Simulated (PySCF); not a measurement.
Vertical excitations of a molecule C₂H₈BNO from PySCF with TDA-PBE/def2-SVPD, as energy in eV (oscillator strength): 5.75 (0.006), 6.42 (0.014), 6.67 (0.000), 7.00 (0.155), 7.08 (0.053), 7.21 (0.003), 7.28 (0.002), 7.56 (0.002), 7.64 (0.011), 7.71 (0.010). Lowest triplet (TDA): 5.62 eV. The structure is a stationary point at PBE-D3(BJ)/def2-SVP. The values are those of a single conformer.

### Question
Which structure fits?
A. CN(C)BO
B. CNB(C)O
C. COB(C)N
D. CNBOC

### Answer
D, CNBOC
